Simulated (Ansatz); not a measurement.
Input for Ansatz (an electronic-structure program): U-revPBE/def2-TZVPPD on H3Sn (SMILES [SnH3]). Elements past Kr take the def2 small-core potentials; no spin–orbit coupling. The basis file is the Basis Set Exchange's JSON of that set.

Ansatz 0.2 input:
```yaml
crystal:
  periodic: [false, false, false]
  atoms:
    - {symbol: Sn, position_ang: [0.00000614, 0.00000000, -0.43866782]}
    - {symbol: H, position_ang: [1.62130028, -0.00000000, 0.14618763]}
    - {symbol: H, position_ang: [-0.81065321, 1.40407533, 0.14619009]}
    - {symbol: H, position_ang: [-0.81065321, -1.40407533, 0.14619009]}
basis:
  gaussian:
    orbitals: def2-TZVPPD.json
hamiltonian:
  xc: {name: revPBE}
magnetization: {spin_polarized: true, initial_magnetization: 1}
```

It printed:

```
WARN ansatz: RAYON_NUM_THREADS=4 ignored (pool sized by the plan → 4); use --threads N
Functional definition: revPBE
integrals: 0.02 GiB planned
581 factors; their error is unknown
mean field: 0.35 GiB planned
mean field evaluation 1: about -5879.1759 eV, gradient 1.1e1 eV
mean field evaluation 2: about -5879.4776 eV, gradient 1.1e1 eV
mean field evaluation 4: about -5880.0810 eV, gradient 2.4e-1 eV
mean field evaluation 8: about -5880.0751 eV, gradient 1.2e-2 eV
mean field -5880.07512730 eV, -216.0887752701 hartree, gradient 6.0e-5 eV, S^2 0.751730; 0 other end points of the search recorded, 0 dependent functions left out
reference -5880.07518644 eV, -216.0887774435 hartree; 13, 12 occupied and 94, 95 virtual orbitals, 581 factors
Total energy: -5880.07518644 eV, -216.0887774435 hartree
```

Self-consistency was reached.

Cost: around 2.1 core-seconds (rough).
